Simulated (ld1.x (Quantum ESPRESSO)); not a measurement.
## Which change was made? (B, PAW)

- Element: boron (B)
- Generator: ld1.x (Quantum ESPRESSO) 7.5
- Type: PAW
- Functional: PW91
- Relativity: scalar-relativistic
- Frozen core: [He]
- Valence charge: 3
- Reference configuration: 2s2 2p1
- Partial waves: 2s (bound): rcut 1.25, rcutus 1.35 bohr; 2s channel at 2.85 Ry: rcut 1.25, rcutus 1.35 bohr; 2p (bound): rcut 2.10, rcutus 2.55 bohr; 2p channel at 1.5 Ry: rcut 2.10, rcutus 2.55 bohr
- Local potential: all-electron potential smoothed inside 1.20 bohr (lloc = -1)
- Core correction: Bessel-smoothed model core inside 0.70 bohr
- Augmentation charge: PSQ, radius 1.05 bohr

Cutoffs, loose and tight: the cutoffs (Ry, on a coarse ladder) from which the occupation-weighted sum of valence levels, in a spherical-Bessel basis at the reference potential, stays within 10 and 1 mRy of its value at 400 Ry. They do not see the model core or the augmentation charge, which bear on the density cutoff. Test errors are all-electron minus pseudo excitation energies from the reference, over the configurations 2s2 2p0; 2s1 2p0; 2s2 2p0.5; 2s1 2p1; 2s1 2p2; 2s2 2p1.3; 2s0 2p3; variants that change the core or the reference have their own tests. The largest error is taken over the tests solved by every variant that gives reliable tests at all, those not shown here included: 2s0 2p3; 2s1 2p0; 2s1 2p2; 2s2 2p0; 2s2 2p0.5; 2s2 2p1.3.

The base gives: outcome: generated, overlap not positive; bound ghosts: not determined (overlap not positive); largest test error (meV): +82.

Question: After one change the result is: outcome: generated; cutoff, loose: 25 Ry; cutoff, tight: 70 Ry; bound ghosts: none; largest test error (meV): +192. Which change was it?
A. waves 2s (bound): rcut 0.90, rcutus 0.96 bohr; 2s channel at 2.85 Ry: rcut 0.90, rcutus 0.96 bohr
B. wave 2p channel at 1.5 Ry: rcut 2.10, rcutus 2.55 bohr becomes 2p channel at -0.19 Ry: rcut 2.10, rcutus 2.55 bohr
C. type RRKJ; waves now 2s (bound): rc 1.35 bohr; 2p (bound): rc 2.55 bohr; local potential all-electron potential smoothed inside 1.15 bohr (lloc = -2); rho0 0.02
D. all radii but the core radius scaled by about 0.76 (s 1.04, p 1.94 bohr, rcut 0.96/1.60); local potential all-electron potential smoothed inside 0.92 bohr (lloc = -1); augmentation PSQ, radius 0.80 bohr

Answer: C. The others give: all radii but the core radius scaled by about 0.76 (s 1.04, p 1.94 bohr, rcut 0.96/1.60); local potential all-electron potential smoothed inside 0.92 bohr (lloc = -1); augmentation PSQ, radius 0.80 bohr → outcome: failed: run_pseudo: Errors in PS-KS equation | waves 2s (bound): rcut 0.90, rcutus 0.96 bohr; 2s channel at 2.85 Ry: rcut 0.90, rcutus 0.96 bohr → outcome: failed: new_paw_hamiltonian: negative rho | wave 2p channel at 1.5 Ry: rcut 2.10, rcutus 2.55 bohr becomes 2p channel at -0.19 Ry: rcut 2.10, rcutus 2.55 bohr → outcome: generated; cutoff, loose: 12 Ry; cutoff, tight: 21 Ry; bound ghosts: none; largest test error (meV): -5.1. A file whose overlap is not positive is unfit for use, and its test errors describe a broken file.
